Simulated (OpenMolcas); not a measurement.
**4s² 4p along the 31-electron sequence**

```
Program             : OpenMolcas
Method              : SS-CASPT2, IPEA 0.25 Eh, imaginary shift 0.1 Eh
Basis               : ANO-RCC-VTZP
Scalar Hamiltonian  : DKH2, point nucleus
Spin-orbit coupling : RASSI with atomic mean-field integrals over the reference wave functions, term energies averaged over their components
```

Active space for each ion: 3 electrons in 4 orbitals (4s 4p); closed shells correlated by CASPT2: 3d.

Computed levels in cm-1 above ²P°_1/2:

| Level | Ga | Ge+ | As2+ | Se3+ | Br4+ | Kr5+ |
| --- | --- | --- | --- | --- | --- | --- |
| ²P°_3/2 | 803 | 1597 | 2610 | 3900 | 5520 | 7350 |
| weight of ²P° in the lowest level (%) | 100 | 100 | 100 | 100 | 100 | 100 |

Measured, with the error of the calculation in %. Measured levels: Ga, Ge+ from NIST Handbook of Basic Atomic Spectroscopic Data; As2+, Se3+, Br4+ from Moore, Atomic Energy Levels, vol. II, NSRDS-NBS 35 (1971 reprint of NBS Circular 467, 1952); Kr5+ from Saloman, J. Phys. Chem. Ref. Data 36, 215 (2007).

| Level | Ga | Ge+ | As2+ | Se3+ | Br4+ | Kr5+ |
| --- | --- | --- | --- | --- | --- | --- |
| ²P°_3/2 | 826 (-2.8) | 1767 (-9.6) | 2940 (-11.3) | 4376 (-10.8) | 6090 (-9.4) | 8110 (-9.4) |

The fine-structure level ²P°_3/2 changes by a factor of 9.15 from Ga to Kr5+. Its fourth root runs 5.32, 6.32, 7.15, 7.90, 8.62, 9.26, with steps per unit of Z of 1.00, 0.83, 0.75, 0.72, 0.64; equal steps would mean a (Z - σ)^4 law with constant σ.

Over all roots computed the reference weight is 0.89 to 0.99 in As2+, 0.90 to 0.99 in Se3+, 0.90 to 0.99 in Br4+, 0.91 to 0.99 in Kr5+; the roots of lowest weight are the least certain, and an intruder state may touch them. Some high roots are left out of the spin-orbit mixing, which shifts the levels that they would mix with (holds for Ga; Ge+). Computed and measured levels are paired by configuration, term and J; levels that our copy of the source lacks, or whose pairing is in doubt (as where it misses far off the trend of its configuration), stay unpaired and out of the deviations. Levels of configurations outside the active space are missing.

° marks odd parity.
